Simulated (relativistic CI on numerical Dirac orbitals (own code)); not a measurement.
## Hyperfine structure of Kr XXXII, mass number 85

Calculated at this level of theory: Dirac-Coulomb-Breit CI, separate exchange-only KLI orbitals for each configuration, QED by a radiative potential, unscaled Slater integrals (own radial code, finite nucleus).

Configurations in the expansion (outside the closed core 1s2): 2s²2p, 2s2p², 2p³, 2p²3s, 2p²3p, 2p²3d, 2s²3s, 2s²3p, 2s²3d, 2s2p3s, 2s2p3p, 2s2p3d, 2s²4s, 2s²4p, 2s²4d, 2s²4f. Levels of other configurations are missing.

Nuclear spin I = 9/2, μ = -1.0055 μN, Q = 0.443 b (tables of Stone and Pyykkö). The electronic factors are computed for point nuclear moments, without core polarisation or the Bohr-Weisskopf and QED corrections.

```csv
Level,E (cm⁻¹),A (GHz),B (GHz)
2s²2p ²P°1/2,0,-106.8,
2s²2p ²P°3/2,492185,-19.39,70
2s2p² ⁴P1/2,695809,-265.7,
2s2p² ⁴P3/2,1009808,-87.39,56.3
2s2p² ⁴P5/2,1152373,-95.6,-11.8
2s2p² ²D3/2,1434714,4.741,70.8
2s2p² ²P1/2,1511156,18.54,
2s2p² ²D5/2,1672275,-87.6,82
```

Levels with J = 0, under 50 % of one LS term, or S terms without an open s electron are left out. Small factors come from cancelling terms and can be off by tens of per cent or more.

At this charge energies of transitions that change n are usually good to better than 1 %, and those within a shell (Δn = 0) to a few per cent.

**Question.** Give the hyperfine levels of 2s²2p ²P°1/2 relative to its centre of gravity.

**Answer.** With K = F(F + 1) − I(I + 1) − J(J + 1), E = AK/2: F = 4: 293.7, F = 5: -240.3 GHz.

LS names give the leading component of a level, which can be under half, so a name can repeat, a term be missing and a line seem to break the LS rules.
